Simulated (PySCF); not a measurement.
# Rb₂Te: fields on a plane

Level of theory: PBE0/[Te def2-TZVP with ECP28, Rb def2-TZVP with ECP28], scalar-relativistic core potentials, density fitting, no spin–orbit coupling, PySCF.

The singlet minimum has Te–Rb 3.228 Å (×2); Rb–Te–Rb 151.9°.

The plane holds Te1 at (0.00, 0.00), Rb2 at (3.23, 0.00), Rb3 at (-2.85, 1.52) Å. Columns run from x = -4.95 to 5.55 Å, rows from y = 3.75 (top) to -1.95 Å, in steps of 0.3 Å. Other isomers or separated fragments may lie lower. Core electrons replaced by a potential are absent, the electrostatic potential uses the reduced nuclear charge, and values within about 0.7 Å of such atoms have no physical meaning.

Problem. Give the lowest empty orbital (Å^-3/2) at -1.01 eV (cut at ±0.3; overall sign arbitrary). Lower edges of the bins (Å^-3/2): '0' -0.148, '1' -0.124, '2' -0.100, '3' -0.076, '4' -0.052, '5' -0.028, '6' -0.004, '7' 0.020, '8' 0.044, '9' 0.068; top 0.09.

Solution. 
```
889999888887777766666666667777777777
899999988887777766666666677777777777
999999988888777766666666777777777777
999998888887777666666667777777777777
999987667777777666666667777788888888
999875334677776666666667777888888888
998752023567766655556667777888888888
998740255567666555555667778888899988
998741255567665444445667777788899999
998753235677654333345566777777889999
998876556777654332234566766545789999
888887777777654467434566764312578999
888888887777654589644567765540368999
888888887777665566545667765530368999
888888877777766555556677764311478999
777777777777776666666777776444688999
777777777777777766667777777667789999
777777777777777777777777888888889998
777777777777777777777777788888889888
677777766666666667777777788888888888
```

Problem. Give the electron localisation function (set to 0 where the density is under 0.005 e/Å³). Every second row and column.

Solution. 
```
0.00 0.00 0.00 0.00 0.00 0.00 0.00 0.00 0.00 0.00 0.00 0.00 0.00 0.00 0.00 0.00 0.00 0.00
0.00 0.00 0.12 0.26 0.22 0.03 0.00 0.00 0.00 0.00 0.00 0.00 0.00 0.00 0.00 0.00 0.00 0.00
0.00 0.18 0.60 0.82 0.82 0.49 0.03 0.20 0.49 0.48 0.40 0.24 0.00 0.00 0.00 0.00 0.00 0.00
0.00 0.42 0.85 0.79 0.81 0.83 0.06 0.44 0.69 0.68 0.62 0.38 0.03 0.01 0.02 0.00 0.00 0.00
0.04 0.45 0.87 0.18 0.20 0.83 0.09 0.72 0.76 0.76 0.74 0.34 0.04 0.41 0.58 0.34 0.06 0.00
0.00 0.23 0.76 0.89 0.89 0.31 0.39 0.51 0.25 0.26 0.74 0.24 0.37 0.89 0.89 0.80 0.35 0.00
0.00 0.02 0.23 0.44 0.20 0.09 0.73 0.25 0.18 0.76 0.52 0.20 0.73 0.50 0.02 0.88 0.55 0.07
0.00 0.00 0.00 0.01 0.04 0.47 0.78 0.27 0.76 0.43 0.63 0.21 0.63 0.87 0.76 0.86 0.48 0.06
0.00 0.00 0.00 0.00 0.17 0.54 0.74 0.75 0.52 0.63 0.77 0.25 0.14 0.78 0.82 0.63 0.19 0.00
0.00 0.00 0.00 0.00 0.00 0.37 0.58 0.69 0.74 0.73 0.67 0.28 0.02 0.09 0.20 0.09 0.00 0.00
```
